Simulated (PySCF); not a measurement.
Species: C4H3B.
Structure used (PBE0-D3(BJ)/def2-SVP), in Å, numbered top down from 1:
```xyz
8
C4H3B angstrom
B      2.281    0.078    0.079
C      0.793    0.017    0.266
C     -0.427   -0.033    0.418
C     -1.780   -0.088    0.587
C     -2.988   -0.137    0.739
H      2.821    1.140   -0.110
H      2.936   -0.936    0.121
H     -4.053   -0.180    0.872
```

Linear response at CAM-B3LYP/def2-SVPD (PySCF, frozen core in the response, non-relativistic). Isolated species at its PBE0-D3(BJ)/def2-SVP geometry, gas phase.

Static isotropic polarisability: 70.75 au (10.48 Å³), principal values 37.4, 41.4, 133.5 au.

(1) What is the polarisability at 1064 nm and at the sodium D line?

(2) What is the isotropic C6 coefficient between two such molecules, C6 = (3/π)∫α(iω)² dω?

(3) Which effective excitation energy ω̄ makes London's formula C6 = (3/4)α²ω̄ exact here?

(4) What three-body coefficient follows from the one-pole estimate C9 = (3/4)·α·C6?

(5) How many electrons N does the Slater–Kirkwood formula C6 = (3/4)·√N·α^(3/2) need to give this C6?

(6) What does −C6/R⁶ come to at R = 12 Å between centres?

Results:

(1) 72.11 au at 1064 nm (+1.9 %), 75.56 au at 589.3 nm (+6.8 %). The rise at 589.3 nm is 3.54 times that at 1064 nm; a pure ω² law gives 3.26. The lowest singlet lies at 403 nm, shorter than both wavelengths.

(2) 1457 au (Eh·bohr⁶) by a ten-point quadrature over imaginary frequencies, which is 870 eV·Å⁶ or 84 J·nm⁶/mol.

(3) ω̄ = 4·C6/(3α²) = 0.388 Eh = 10.6 eV. A one-pole form α(ω) = α/(1 − ω²/ω̄²) fitted to the 1064 nm value gives 8.5 eV. London's choice of the ionisation energy (9.61 eV, ΔSCF at the same level) gives C6 = 1330 au, 9 % too low.

(4) 77300 au. This is an estimate from the two numbers above, not a computed integral.

(5) N = (4·C6/3)²/α³ = 10.7; the species has 32 electrons in all.

(6) -28 J/mol. This is the leading, orientation-averaged term; C8 and higher terms are left out.
